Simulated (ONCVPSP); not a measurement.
Pt, ONCV: configuration errors across variants

```json
{
  "Element": "platinum (Pt)",
  "Generator": "ONCVPSP 4.0.1",
  "Type": "optimised norm-conserving Vanderbilt (ONCV)",
  "Functional": "LDA (Perdew-Wang 92)",
  "Relativity": "scalar-relativistic",
  "Frozen core": "[Kr] 4d10 4f14 5s2",
  "Valence charge": "16",
  "Reference configuration": "5p6 5d9 6s0.75 6p0.25",
  "Partial waves": "6s: rc 2.30 bohr, ncon 3, nbas 7, qcut 2.4 1/bohr, 2 projectors, debl 1.9 Ha; 5p+6p: rc 1.70 bohr, ncon 4, nbas 8, qcut 9.3 1/bohr, 2 projectors; 5d: rc 1.80 bohr, ncon 4, nbas 8, qcut 7 1/bohr, 2 projectors, debl 2.3 Ha",
  "Local potential": "polynomial inside 1.55 bohr (lpopt 5, dvloc0 -1 Ha)",
  "Core correction": "Teter function fitted to the true core (icmod 2), fcfact 0.3"
}
```

All-electron excitation energies from the reference (eV): (1) 5p6 5d9 6s1 6p0 -1.257; (2) 5p6 5d9 6s0 6p0 8.280; (3) 5p6 5d10 6s0 6p0 -1.209.

1 further variants failed, have other tests or another functional or relativity, and are left out.

A true bound ghost makes a file unfit for plane-wave use even where its test errors are small: the radial tests pick states by their node count and pass the ghost by.

Errors AE − PS in meV (a dash: test not solved or not reliable):

```csv
change,(1),(2),(3),bound ghosts,GHOST(+) flags above zero
base,-0.2,-5.1,-4.5,s,none
d: qcut 4.6,-0.2,-3.3,-0.4,s,none
d: rc 1.68,-0.2,-5.1,-4.7,s,none
```

**Question.** Give the same row for: core correction none.

**Answer.** -0.2, -4.7, -3.4; bound ghosts: s; GHOST(+) flags above zero: none.
